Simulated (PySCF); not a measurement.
## Dipole response of Re (rhenium, neutral)

[Xe] 4f14 5d5 6s1 6p1, high-spin 8P determinant (an excited configuration). Computed with PySCF 2.14 in ANO-RCC-VTZP, with scalar relativity by spin-free X2C-1e. Coupled (time-dependent) response in atomic units; α is the mean over directions. The basis has no added diffuse functions, which lowers α and C₆.

```json
{"method": "PBEsol", "mean α (bohr³)": "36.53", "α xx, yy, zz": "35.69, 38.22, 35.69", "C₆ (like pair)": "343.9", "S(−4)": "534.8"}
```

S(−4) is the Cauchy moment in α(ω) = α(0) + S(−4) ω² + …

Spin-orbit coupling is absent.

α(iu) at PBEsol:

```
u (hartree)  α(iu) (bohr³)
          0          36.53
     0.0500          35.27
      0.100          32.15
      0.200          24.73
      0.300          18.83
      0.500          12.00
      0.750          8.096
       1.00          6.096
       1.50          3.995
       2.00          2.863
       3.00          1.691
       5.00         0.8090
```

A single London oscillator, α(iu) = α/(1 + u²/ω²), gives C₆ = (3/4) ω α². Matching the computed C₆ needs ω = 4 × 343.9 / (3 × 36.53²) = 0.344 hartree.

The components differ because the open shell of this determinant is not spherical; for a pure term their mean is the scalar polarisability.

Spin-orbit coupling, absent here, splits the open shell strongly.
